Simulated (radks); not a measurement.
Results of a calculation; reference values are marked as such.
Problem. Radial electron density D(r) = 4 pi r^2 rho(r) of an atom or ion with 10 electrons. Level of theory: Dirac Kohn-Sham, PBE, spin-unpolarised, spherical densities, finite nucleus; Fermi nuclear charge, rms radius of each element as measured or else 0.836 A^(1/3) + 0.57 fm (a radial shooting solver on a logarithmic mesh with Libxc functionals).

```
   r/bohr * D(r) (the largest magnitude, 28.5, reaches the edge; | marks zero)
 0.002346 |*
 0.002935 | *
 0.003672 |  *
 0.004557 |   *
 0.005701 |     *
 0.007132 |        *
 0.008923 |           *
  0.01116 |                *
  0.01385 |                      *
  0.01733 |                              *
  0.02169 |                                      *
  0.02713 |                                              *
  0.03394 |                                                    *
  0.04212 |                                                      *
   0.0527 |                                                    *
  0.06593 |                                              *
  0.08249 |                                        *
   0.1032 |                                    *
   0.1281 |                                       *
   0.1602 |                                              *
   0.2005 |                                                   *
   0.2508 |                                               *
   0.3138 |                                 *
   0.3925 |                  *
   0.4872 |        *
   0.6095 |    *
   0.7625 |   *
    0.954 | *
    1.193 |*
    1.481 *
    1.853 *
```

What is the nuclear charge?

Solution. Z = 24. The innermost maximum, from 1s, lies near gamma/Z bohr with gamma = sqrt(1 - (Z/c)^2) = 0.985, here 0.041 bohr (found: 0.0431), and its height grows with Z. The density is that of the chromium ion Cr14+ in [He] 2s2 2p(1/2: 1, 3/2: 4) 3s1; the configuration itself is not fixed sharply by these data, and Z only to about a unit. D(r) has 2 maxima, at r = 0.0431, 0.205 bohr, and minima at 0.105 bohr, inside which lie 2.19 electrons.
